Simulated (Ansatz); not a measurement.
# Correcting a cheap level on molecular compounds of Sb

The vertical ionisation energy (cation less neutral) in eV of 8 molecular compounds of Sb: x at HF/def2-TZVPP, y at CCSD(T)/def2-TZVPP. Shapes, held fixed at every level: PBE0-D4/def2-TZVP. Flexible molecules stand in one conformer, not always the lowest. Programs: Ansatz 0.2.0.

| molecule | x (eV) | y (eV) |
| --- | --- | --- |
| C4H14NSbSi (SMILES C[CH2][Sb]([SiH3])[N](C)C) | 6.39 | 7.50 |
| C2H9O2SbSi (SMILES C[O][Sb]([SiH3])[O]C) | 8.02 | ? |
| C2H8ClOSbSi (SMILES CC[O][Sb]([SiH3])[Cl]) | 8.29 | 8.91 |
| Sb(SiH3)2F | 8.32 | 9.11 |
| SbH2(CH3) | 8.33 | 9.28 |
| SiH3(SbCl2) | 8.64 | 9.22 |
| SbH2Cl (SMILES [Cl][SbH2]) | 9.32 | 9.98 |
| SbHF2 (SMILES [F][SbH][F]) | 10.31 | 10.90 |

Task: Fit y = c + s·x to the known rows and predict y for C2H9O2SbSi.

Result: 
1. Means of the 7 rows: x = 8.5143, y = 9.271.
2. Σ(Δx)² = 8.5242, Σ(Δx·Δy) = 7.3628, so the slope is 7.3628/8.5242 = 0.86375.
3. Intercept: 9.271 − (0.86375) × 8.5143 = 1.917. The largest residual of the fit is 0.17.
4. C2H9O2SbSi: 1.917 + 0.86375 × 8.02 = 8.84 eV.

CCSD(T)/def2-TZVPP gives 8.66 eV, so the prediction is off by +0.18 eV, about the largest residual. Uncorrected, HF/def2-TZVPP misses C2H9O2SbSi by -0.64 eV, and the other rows by 0.76 on average. The line overshoots: the miss goes from -0.64 to +0.18. Left out in turn, the other rows are missed by 0.14 eV on average, so much of the error is systematic among these molecules. Cations run unrestricted. For atoms past krypton def2 sets carry core potentials with scalar relativity. Outer-core shells of Sb are correlated, in sets that cover them unevenly.
